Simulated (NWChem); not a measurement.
## Correlation energy of Cl2Si

```
Si
Cl 1 2.1112
Cl 1 2.1112 2 101.95
```
Charge 0, spin multiplicity 1.

All runs are NWChem calculations. The geometry was optimised at PBE/def2-SVP, a minimum by its harmonic frequencies.

Basis set: 6-31G*. Each correlation energy counts from its own Hartree-Fock reference.

The correlated methods keep 15 core orbitals frozen. The Pople sets run with spherical d functions. The structure started from a generated list of species. Coupled-cluster values serve here as a point of comparison, not as the truth.

**Question.** For the correlation energy, MP2 gives -322.5 mHa and SCS-MP2 gives -315.0 mHa. What do CR-CCSD[T], CR-CCSD(T), CCSD give?

**Answer.** CR-CCSD[T]: -367.0 mHa; CR-CCSD(T): -366.6 mHa; CCSD: -358.2 mHa.
